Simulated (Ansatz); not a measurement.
CH$_{4}$SiZn. Total charge 0; spin multiplicity 1. The bonds changed during the relaxation, so this is another structure than the one it started from. All single points use the PBE0-D4/def2-TZVP geometry.

```xyz
7

C    -1.018   -0.328    0.616
Si    0.545    0.243    0.230
Zn    0.991    0.070   -2.708
H    -1.889    0.316    0.586
H    -1.218   -1.379    0.787
H     1.746   -0.609    0.381
H     0.842    1.688    0.108
```

**Question.** What is the dipole moment at r2SCAN/def2-TZVPP? (Estimate.)

**Answer.** The calculation gave: 0.78 D, with components (0.46, 0.10, -0.63) D in this frame, pointing from negative to positive charge.

**Question.** And with PBE, B3LYP, ωB97M-V? (Estimate.)

**Answer.** Computed: PBE 0.83 D, B3LYP 0.92 D, ωB97M-V 1.14 D.

**Question.** Give the Mulliken charges with r2SCAN, B3LYP, PBE in def2-TZVPP. (Best estimate.)

**Answer.** The calculation gave: 
| atom | r2SCAN | B3LYP | PBE |
| --- | --- | --- | --- |
| C1 | -0.41 | -0.39 | -0.34 |
| Si2 | 0.25 | 0.22 | 0.15 |
| Zn3 | 0.06 | 0.05 | 0.05 |
| H4 | 0.10 | 0.11 | 0.10 |
| H5 | 0.10 | 0.11 | 0.10 |
| H6 | -0.05 | -0.05 | -0.03 |
| H7 | -0.05 | -0.05 | -0.03 |

B3LYP here is the variant with VWN-RPA as its local correlation; programs differ in this.
